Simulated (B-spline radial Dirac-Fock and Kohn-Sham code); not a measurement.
Photoionisation of germanium ions at Mg Kα (1253.6 eV)

These are calculated numbers from a radial finite-basis atomic code; the model is the independent-particle Dirac-Slater model, thresholds from Dirac-Fock. Cross sections in kb; a dash marks an empty subshell or a threshold above the photon energy.

| ion | configuration | total | 2p3/2 | 3p1/2 | 3d3/2 | 3d5/2 | 4p3/2 |
| --- | --- | --- | --- | --- | --- | --- | --- |
| Ge | [Ar] 3d10 4s2 4p2 | 609.9 | 475 | 25.3 | 14.0 | 20.4 | 0.830 |
| Ge²⁺ | [Ar] 3d10 4s2 | 616.1 | 481 | 25.3 | 14.1 | 20.5 | – |
| Ge⁵⁺ | [Ar] 3d9 | 134.8 | – | 26.1 | 13.9 | 20.3 | – |
